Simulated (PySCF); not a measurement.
Species: C2H2Cl3F3Si.
Atom-mapped SMILES: `[F:1][C:2]([F:3])([F:4])[SiH2:5][C:6]([Cl:7])([Cl:8])[Cl:9]` (hydrogens: H10, H11 on Si5)

Method: TDDFT wB97X-D/def2-SVPD, vertical, gas phase, core orbitals frozen in the response (PySCF 2.14.0, density-fitted response routines). Geometry: PBE0-D3(BJ)/def2-SVP; no solvent, vibrations or thermal averaging. Torsions of this conformer, `[F:1][C:2]([F:3])([F:4])[SiH2:5][C:6]([Cl:7])([Cl:8])[Cl:9]`: F1–C2–Si5–C6 -179°, C2–Si5–C6–Cl7 -60°.

Broadening: Gaussians 0.5 eV wide at half height, area fixed by f = 4.319×10⁻⁹ ∫ε dν̃. The width is an assumption, not a result. The curve ends short of the highest state used, and states not computed would add to its high-energy end.

```
E (eV)  ε (L mol⁻¹ cm⁻¹)
  5.56                 1
  5.61                 2
  5.66                 4
  5.71                 8
  5.76                15
  5.80                24
  5.85                41
  5.90                67
  5.95               103
  6.00               149
  6.05               205
  6.09               254
  6.14               315
  6.19               371
  6.24               413
  6.29               436
  6.34               435
  6.38               418
  6.43               380
  6.48               328
  6.53               271
  6.58               217
  6.63               174
  6.68               147
  6.72               143
  6.77               165
  6.82               225
  6.87               338
  6.92               518
  6.97               783
  7.01              1065
  7.06              1514
  7.11              2065
  7.16              2704
  7.21              3393
  7.26              4083
```

(1) Where are the band maxima, and which computed states make them?

(2) On this curve, what absorbance would a 10⁻³ mol/L sample give at 222 nm over a 1 cm path?

(3) Coming from long wavelengths, where does ε first pass 100 L mol⁻¹ cm⁻¹?

Results:

(1) 196 nm (6.31 eV), ε about 440, made up of S1 (99%) (ε in L mol⁻¹ cm⁻¹; maxima over ε = 5, shares over 10%). At its high-energy end, 7.26 eV, the curve is still rising (ε about 4100, from S5, S6, S7 and S8). The states used: S1 6.31 eV (f 0.0081); S2 6.51 eV (f 0.0000); S3 6.81 eV (f 0.0001); S4 6.82 eV (f 0.0003); S5 7.26 eV (f 0.016); S6 7.33 eV (f 0.018); S7 7.47 eV (f 0.047); S8 7.50 eV (f 0.028); S9 7.80 eV (f 0.0092); S10 7.86 eV (f 0.019).

(2) 222 nm is 5.585 eV, where ε is about 1.3 L mol⁻¹ cm⁻¹, so A = ε c l ≈ 0.0013 (Beer–Lambert, with the gas-phase spectrum and the assumed width).

(3) At about 208 nm (5.95 eV), 0.36 eV below S1.

The vertical ionisation energy (ΔSCF) is 10.99 eV, 3.13 eV above S10.

On one thread of an Arm Neoverse N1, shared host with 64 logical CPUs at a one-minute load of 58, this took 7.9 min of wall time (grids of density and orbitals included) and 1.0 GiB of memory at its peak.
